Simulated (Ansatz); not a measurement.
A made-up structure of CH₂SeSi, singlet:

C1  (0.196, 0.792, -0.148)
Si2  (-0.564, -0.655, 0.085)
Se3  (1.551, -0.895, 0.333)
H4  (-1.476, -1.734, 0.227)
H5  (0.105, 1.824, -0.374)
(Å)

It is relaxed with PBE-D4/def2-SVP and then PBE0-D4/def2-TZVP (Ansatz 0.2.0). Atoms count as bonded within 1.22 times the sum of their covalent radii (H–H: 0.88 Å). The end point is not checked to be a true minimum.

**Question.** Does its bonding change? (A judgement: the text doesn't fix the answer.)

**Answer.** Computed: No: no bond forms or breaks.

Where it ends: The first stage lowers the energy by 1.50 eV in 24 steps. It ends as CH₂SeSi ([CH]1[SiH][Se]1):
```
5
angstrom
C 0.1674 0.5004 -0.0309
Si -0.7362 -0.7690 0.9456
Se 1.6338 -0.5183 0.0508
H -1.3825 -1.3449 -0.3128
H 0.1307 1.4644 -0.5296
```

Labels in which every atom is bracketed show which atoms are joined, not bond orders.

For scale, one of the runs: PBE0-D4/def2-TZVP relaxation, 128 basis functions, launched by `ansatz run in.yaml --threads 2 --pin off --events-out ev --progress --plain --max-ram 4352MiB`. Hardware: 2 CPU threads of an Arm Neoverse V1, shared host. Wall time about 24 s.
